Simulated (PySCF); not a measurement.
Computed with PBE-D3(BJ)/def2-TZVP // B3LYP-D3(BJ)/def2-SVP (PySCF). All species are isolated molecules in the gas phase. One relaxed conformer stands for a flexible species; it need not be the lowest. Excitations are Tamm–Dancoff values on a coarser integration grid. The basis has no diffuse functions, so Rydberg states are missing or too high.

Reference species (SMILES): `[OH][Sn]([OH])([OH])[OH]` (neutral, multiplicity 1).

```
Quantity                                       Result
-------------------------------------------  --------
T1 excitation (TDA)                           4.24 eV
HOMO–LUMO gap                                 4.44 eV
HOMO                                         -7.36 eV
brightest of the four lowest singlets (TDA)   5.01 eV
```

Changed species: `[OH][Sn]([OH])([OH])[CH2]C` (1 of 4 OH replaced by C2H5; the reference has 0 of 4 OH replaced by C2H5).

Give the shifts of the T1 excitation (TDA), HOMO–LUMO gap, HOMO and brightest of the four lowest singlets (TDA).

the T1 excitation (TDA) goes up by 0.18 eV, to 4.42 eV; the HOMO–LUMO gap rises by 0.23 eV, to 4.67 eV; the HOMO increases by 0.76 eV, to -6.60 eV; the brightest of the four lowest singlets (TDA) rises by 0.05 eV, to 5.06 eV.
